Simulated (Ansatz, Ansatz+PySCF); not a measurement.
```yaml
atoms:
  - { symbol: C, position_ang: [0.0031, -0.0089, -1.2355] }
  - { symbol: C, position_ang: [-0.0034, 0.0006, 0.2051] }
  - { symbol: C, position_ang: [0.0073, 0.0067, 1.4240] }
  - { symbol: H, position_ang: [-0.0064, -1.0258, -1.6422] }
  - { symbol: H, position_ang: [-0.8870, 0.5199, -1.6273] }
  - { symbol: H, position_ang: [0.8828, 0.5154, -1.6278] }
  - { symbol: H, position_ang: [-0.0061, 0.0076, 2.4971] }
```

Basis set: def2-SVP (spherical functions). Correlated methods keep 3 orbitals frozen. Charge 0, multiplicity 1.

Computed with Ansatz (development build ahead of 0.2.0); each method stands on the lowest determinant of its kind that the runs found. Restricted open shells among the atoms or ions are ROHF, correlated in semicanonical orbitals with singles.

Question: Give the atomization energy at this shape (free ground-state atoms in the same class of orbitals less the molecule, no zero-point energy) of singlet C3H4 by RHF-CCSD(T), RHF-MP2, UHF-MP2, RHF, UHF.

Answer:

```tsv
method	atomization energy
RHF-CCSD(T)	29.36 eV
RHF-MP2	29.81 eV
UHF-MP2	29.79 eV
RHF	23.36 eV
UHF	23.03 eV
```
